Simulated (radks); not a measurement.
Values are calculated unless marked as measured or tabulated.
Question: W54+, 20 electrons, occupied as [Ar] 4s2 (not the ground configuration). Code: a radial shooting solver on a logarithmic mesh with Libxc functionals. Model: scalar-relativistic Kohn-Sham, r2SCAN, spin-polarised, spherical densities, finite nucleus; meta-GGA in the generalised Kohn-Sham scheme; Fermi nuclear charge, rms radius 5.3658 fm. Some entries of the table are withheld. Estimate them.

orbital,occ.,eigenvalue (Ry),<r^2> (bohr^2)
1s,2,-5398.639,0.0004632
2s,2,(1),0.006987
2p,6,-1053.859,(2)
3s,2,-445.9319,0.04041
3p,6,-413.1598,(3)
3d,0,(4),0.03124
4s,2,-229.6021,0.1446
4p,0,-216.4075,0.1485

Answer: 
(1) 2s eigenvalue (Ry): -1163.220
(2) 2p <r^2> (bohr^2): 0.005757
(3) 3p <r^2> (bohr^2): 0.03982
(4) 3d eigenvalue (Ry): -382.2803
